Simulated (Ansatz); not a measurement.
Calculated with Ansatz (gas phase, PBE0-D4/def2-TZVP geometries, no zero-point term in ΔE). CCSD(T)/CBS is the MP2 limit (def2-TZVPP, def2-QZVPP) plus CCSD(T) − MP2 in def2-TZVPP, frozen cores. DFT in def2-TZVPP. B3LYP here is the variant with VWN-RPA as its local correlation; programs differ in this. For Se outer-core shells are correlated without core-valence functions, which leaves a few kJ/mol of doubt a bond. Scalar relativity is left out up to krypton. Each species was taken in one conformer, which may not be the lowest.

Consider the ligand exchange at a B–Se bond: `NB[SeH]` + `[SiH3][SeH]` → `NB[Se][SiH3]` + H₂Se.

`NB[SeH]`:

```xyz
7

N    -1.185    0.265    0.085
B     0.176    0.180   -0.183
Se    1.257   -1.225    0.643
H    -1.762    0.977   -0.327
H    -1.686   -0.360    0.693
H     0.693    0.963   -0.919
H     2.506   -0.801    0.007
```

`[SiH3][SeH]`:

Z-matrix (Å, degrees):
```
Si
Se 1 2.279
H 1 1.484 2 111.4
H 1 1.484 2 111.5 3 -122.1
H 1 1.483 2 104.9 3 119.0
H 2 1.469 1 93.0 3 60.4
```

`NB[Se][SiH3]`:

```xyz
10

N     0.521   -1.168   -1.031
B    -0.681   -1.383   -0.373
Se   -1.482   -0.189    0.962
Si   -0.011    1.541    0.904
H     0.876   -1.829   -1.701
H     1.136   -0.388   -0.871
H    -1.315   -2.368   -0.602
H    -0.155    2.342   -0.339
H     1.393    1.045    0.966
H    -0.282    2.398    2.083
```

H₂Se:

Cartesian coordinates in Å:
```
Se 0.539 0.119 0.405
H -0.855 0.577 0.389
H 0.316 -0.697 -0.794
```

```
             level  ΔE (kJ/mol)
         r2SCAN-D4          1.1
           PBE0-D4          0.4
          B3LYP-D4          0.0
            B2PLYP          3.3
             B3LYP          5.7
    MP2/def2-TZVPP         -0.4
CCSD(T)/def2-TZVPP          0.1
SCS-MP2/def2-QZVPP          1.6
```

Task: What does CCSD(T)/CBS give? (An estimate is asked.)

Result: Computed: +0.4 kJ/mol. The listed levels differ from it by 0.7, 0.0, -0.4, 2.9, 5.3, -0.8, -0.3, 1.2 kJ/mol.

Largest T1 diagnostic among the species: 0.011.

The D4 term adds −5.7 kJ/mol with B3LYP and −3.3 kJ/mol with PBE0; it sums over pairs of atoms, weighted by their polarisabilities, and B3LYP, whose exchange is more repulsive, gets the larger term. In def2-TZVPP, CCSD(T) changes the Hartree–Fock value by −8.1 kJ/mol (the triples alone add −1.7 kJ/mol) and MP2 by −8.6 kJ/mol.
